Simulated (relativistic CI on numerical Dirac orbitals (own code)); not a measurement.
## Re⁶⁺: 5p photoemission

Computed with this model: Dirac-Coulomb-Breit CI, KLI orbitals optimised for each configuration, QED by a radiative potential, valence Slater integrals scaled by 0.9, multiplet model of photoemission in the sudden approximation; configurations [Xe] 4f14 5d → [Kr] 4d10 4f14 5s2 5p5 5d; 80 K; Lorentzian 1.05 eV and Gaussian 0.6 eV FWHM. Energies are those of the free ion, without screening or charge transfer. The energies are binding energies and can lie tens of eV above those of solids. S is read from ⟨S²⟩ = S(S + 1).

Field parameters in Wybourne normalisation: Oh B⁴₀ = 21Dq, B⁴₄ = √(5/14) B⁴₀. The field is a parameter set, without covalency.

free ion: ground-state S = 0.50, centroid 130.53 eV. Peaks (eV, height): 126.0 (100), 132.6 (12), 137.8 (46), 145.4 (21).

Oh, 10Dq = 27550 cm⁻¹: ground-state S = 0.50, centroid 130.57 eV. Peaks (eV, height): 126.0 (100), 134.0 (12), 137.8 (53), 141.2 (16), 146.8 (13).

Strongest unbroadened transitions for free ion:

```tsv
Energy (eV)	Relative strength
123.67	14.6
124.55	36.8
125.98	100.0
126.10	51.3
127.23	21.8
128.72	1.6
132.61	16.6
137.76	72.7
139.38	0.3
140.03	0.7
145.34	34.3
```
